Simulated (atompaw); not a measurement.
**Cutoff test, cobalt (Co), PAW (atompaw)**

atompaw 4.2.0.5 input, output lines left out:

```
Co 27
GGA-PBE scalarrelativistic loggrid 1500 logderivrange -5 5 251
4 4 3 0 0 0
4 0 0
4 1 0
3 2 6
0 0 0
c
c
c
v
c
c
v
v
2
2.35 2.15 1.95 2.35
y
2.85
n
y
-1
n
y
-2.7
n
custom rrkj vanderbiltortho sinc
3 0 troulliermartins
2.00
2.00
2.35
2.35
0.90
0.90
```

The pseudo-atom Hamiltonian at the reference potential is diagonalised in spherical Bessel functions j_l(qr) that vanish at 20 bohr, with q² up to the cutoff. All-electron valence levels (Ry): 4s -2.3813, 4p -1.8233, 3d -3.3196.

Question: How do the lowest levels (Ry) of each channel move with the cutoff, and are there ghosts?

Answer:

```csv
cutoff (Ry),s #1,s #2,p #1,p #2,d #1,d #2,f #1,Σ f·Δε (mRy)
8,-2.3784,-0.9931,-1.8229,-0.8165,-1.3931,-0.6679,-0.6228,11558.8
15,-2.3811,-0.9980,-1.8232,-0.8165,-1.5279,-0.7155,-0.6257,10749.6
21,-2.3813,-0.9981,-1.8233,-0.8165,-1.6496,-0.7560,-0.6263,10019.3
35,-2.3813,-0.9981,-1.8233,-0.8165,-2.0275,-0.8654,-0.6268,7751.9
45,-2.3813,-0.9981,-1.8233,-0.8165,-2.4001,-0.9456,-0.6268,5516.4
60,-2.3814,-0.9981,-1.8233,-0.8165,-2.8774,-1.0200,-0.6268,2652.9
90,-2.3814,-0.9981,-1.8233,-0.8165,-3.2587,-1.0658,-0.6268,364.8
110,-2.3814,-0.9981,-1.8233,-0.8165,-3.3083,-1.0712,-0.6268,67.4
160,-2.3814,-0.9981,-1.8233,-0.8165,-3.3182,-1.0723,-0.6268,7.7
200,-2.3814,-0.9981,-1.8233,-0.8165,-3.3192,-1.0723,-0.6268,2.2
300,-2.3814,-0.9981,-1.8233,-0.8165,-3.3195,-1.0724,-0.6268,0.4
400,-2.3814,-0.9981,-1.8233,-0.8165,-3.3195,-1.0724,-0.6268,0.0
```

Result: no extra level below or beside the all-electron valence levels (s, p, d, f tested); 10 mRy is reached at 140 Ry and 1 mRy at 230 Ry.
